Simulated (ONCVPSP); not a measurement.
**What one change does to a pseudopotential (lanthanum, ONCV)**

```json
{
 "Element": "lanthanum",
 "Generator": "ONCVPSP 4.0.1",
 "Type": "optimised norm-conserving Vanderbilt (ONCV)",
 "Functional": "LDA (Perdew-Wang 92)",
 "Relativity": "scalar-relativistic",
 "Frozen core": "[Kr] 4d10",
 "Valence charge": "11",
 "Reference configuration": "5s2 5p6 5d1 6s1.5 (charge +0.5)",
 "Partial waves": "5s+6s: rc 2.60 bohr, ncon 4, nbas 9, qcut 5.4 1/bohr, 2 projectors; 5p: rc 2.90 bohr, ncon 4, nbas 7, qcut 5 1/bohr, 2 projectors, debl 3.6 Ha; 5d: rc 3.35 bohr, ncon 5, nbas 10, qcut 5.3 1/bohr, 3 projectors, debl 3.4 Ha; f scattering state at 0.24 Ha: rc 2.80 bohr, ncon 3, nbas 7, qcut 4 1/bohr, 2 projectors, debl 3.7 Ha",
 "Local potential": "polynomial inside 1.70 bohr (lpopt 4, dvloc0 0 Ha)",
 "Core correction": "Teter function, parameters optimised by the program"
}
```

In the f channel the program set the typed energies aside and used -0.272, 3.428 Ha.

Change: d: qcut 3.3.

Cutoffs: the cutoffs (Ha) at which the residual kinetic energy of the hardest occupied pseudo-wave falls to 1 and 0.1 mHa per electron; they do not see the model core or the augmentation charge, which bear on the density cutoff. Errors are all-electron minus pseudo energies relative to the spin-unpolarised reference configuration.

What does the change do?

The potential gets neither clearly harder nor softer (8.7 Ha and 11 Ha → 8.7 Ha and 11 Ha); the s channel sets the loose cutoff, while the largest relative change is in d, which becomes softer; of the 4 tests that both files solve, the error grows in 1 and shrinks in 0 by more than 15 % and 0.3 meV (median size 2.3 → 3.2 meV); the range in which the d phases agree narrows (upper end at the end of the scan → 0.5); neither file shows a bound ghost.

```csv
quantity,base,changed
"cutoff, loose",8.7 Ha,8.7 Ha
"cutoff, tight",11 Ha,11 Ha
loose cutoff by channel,"s 8.7 Ha, p 5.0 Ha, d 6.0 Ha","s 8.7 Ha, p 5.0 Ha, d 5.1 Ha"
bound ghosts,none,none
GHOST(+) flags under 300 eV,s at 93.5 eV,s at 93.5 eV
"error for 5s2 5p6 5d1 6s2, meV [ΔE -2.48 eV]",+0.3,+0.2
"error for 5s2 5p6 5d1 6s1, meV [ΔE 3.68 eV]",-0.7,-0.8
"error for 5s2 5p6 5d1 6s0, meV [ΔE 14.82 eV]",-3.9,-5.6
"error for 5s2 5p6 5d1 6s1 6p1, meV [ΔE -0.02 eV]",+12,+12
s: phases at 2.64 bohr within 0.05 rad from the reference energy up to (Ha; the scan ends near 5),2.9,2.9
p: phases at 2.94 bohr within 0.05 rad from the reference energy up to (Ha; the scan ends near 5),0.3,0.3
d: phases at 3.40 bohr within 0.05 rad from the reference energy up to (Ha; the scan ends near 5),to the end of the scan,0.5
f: phases at 2.84 bohr within 0.05 rad from the reference energy up to (Ha; the scan ends near 5),-0.2,-0.2
"rms error of d²Exc/dni dnj with the model core, mHa",0.14,0.18
```

Base: The cutoffs count occupied waves only; projector 2 of the f channel, the hardest unoccupied one, needs 61 Ha at the loose tolerance. Changed file: The cutoffs count occupied waves only; projector 2 of the f channel, the hardest unoccupied one, needs 61 Ha at the loose tolerance.
